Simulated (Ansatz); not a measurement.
CSi2, SMILES [Si]=C=[Si] (connectivity only; charge and spin as stated), neutral, multiplicity 1.

The structure is a stationary point at r2SCAN-D4/def2-TZVP. The geometry has at least one imaginary mode, so it is a saddle point at that level.

Two levels are set side by side: PBE/def2-TZVPD (Ansatz, an electronic-structure program) and CAM-B3LYP/def2-TZVPD (Ansatz). Energy differences of separate SCF runs at the same geometry; the states with an electron removed or added have multiplicity 2 and 2. Differences are taken from unrounded values.

```json
[
 {"quantity": "vertical ionisation energy (eV)", "CAM-B3LYP": "8.93"},
 {"quantity": "vertical electron affinity (eV)", "CAM-B3LYP": "1.03"},
 {"quantity": "vertical singlet–triplet gap (eV)", "CAM-B3LYP": "2.31"}
]
```

Q: What does PBE give, and how far is it from CAM-B3LYP? (The exact figures need the calculation; the answer reports its results.)

A: 
```csv
quantity,PBE,PBE minus CAM-B3LYP
vertical ionisation energy (eV),8.97,0.03
vertical electron affinity (eV),1.10,0.08
vertical singlet–triplet gap (eV),2.25,-0.06
```
